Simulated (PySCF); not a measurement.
## Dipole moment and polarisability of `C=C(C)[SiH2][SeH]`

Species: C3H8SeSi.
Structure used (PBE0-D3(BJ)/def2-SVP), in Å, numbered top down from 1:
```xyz
13
C3H8SeSi angstrom
C     -0.0889   -0.8551    1.5866
C     -0.3307   -0.3266    0.3801
C     -1.2925   -0.9416   -0.5976
Si     0.5322    1.2520   -0.1688
Se     2.0978    1.9987    1.3181
H      0.6100   -0.3885    2.2887
H     -0.5886   -1.7738    1.9179
H     -1.7380   -1.8663   -0.1996
H     -0.7946   -1.1846   -1.5513
H     -2.1137   -0.2465   -0.8421
H      1.1570    1.0337   -1.5104
H     -0.4409    2.3804   -0.2877
H      3.0155    0.8859    1.0266
```

Level: CAM-B3LYP/def2-SVPD (PySCF), static field, nuclei fixed, core orbitals frozen in the response. The polarisability tensor in these axes (au):

```
x   92.04 14.03 11.76
y   14.03 91.84 -2.80
z   11.76 -2.80 95.21
```

**Question.** Give the principal values, the mean and the anisotropy Δα = √{½[(α1 − α2)² + (α2 − α3)² + (α1 − α3)²]}.

**Answer.** Principal values 72.91, 96.56 and 109.63 au; mean 93.03 au = 13.79 Å³ = 15.34 × 10⁻⁴⁰ C²·m²/J; Δα = 32.24 au (35 % of the mean).

**Question.** What is the dipole moment, and where does it point?

**Answer.** (-0.73, -1.36, -0.56) D, 1.64 D in size, pointing from the negative to the positive side. Measured along this direction, the outermost atoms are Se5 at the negative end and H8 at the positive end.

**Question.** Give the principal axes and the span of the nuclei along them.

**Answer.** Largest value along (0.72, 0.49, 0.49), where the nuclei span 5.40 Å; middle along (-0.07, -0.65, 0.75), 4.54 Å; least along (0.69, -0.58, -0.44), 2.68 Å. The response follows the extents in order.

**Question.** What are the principal values of the traceless quadrupole moment, Θ = ½Σq(3rr − r²1), about the centre of nuclear charge?

**Answer.** -2.42, -0.54, 2.96 D·Å. The values depend on the origin, since the dipole doesn't vanish. The electronic extent ⟨r²⟩ about the same centre is 1167 bohr², a root-mean-square distance of 2.10 Å for the 74 electrons.

**Question.** Find the Langevin capture rate constant for H3+ (3.023 u) meeting this molecule (151.956 u), k = 2.342 × 10⁻⁹ cm³/s × √(α in Å³ / reduced mass in u).

**Answer.** The reduced mass is 2.96 u, so k = 5.05 × 10⁻⁹ cm³/s. The formula leaves out the permanent dipole, which adds to the capture rate.

**Question.** How large is μ²/3kT at 400 K beside α?

**Answer.** In Gaussian units μ²/3kT = 16.28 Å³ against 13.79 Å³, a ratio of 1.18; the Debye molar polarisation (4π/3)N_A(α + μ²/3kT) is 75.8 cm³/mol, leaving out the vibrational part.

The structure is a single PBE0-D3(BJ)/def2-SVP conformer in the gas phase; no vibrational or solvent corrections. The calculation is non-relativistic, for selenium too.

The run behind these numbers computed excited states and ΔSCF ions as well. Time: 1.8 min; peak memory 1.1 GiB. Hardware: one thread, Arm Neoverse V2 (aarch64), shared host.
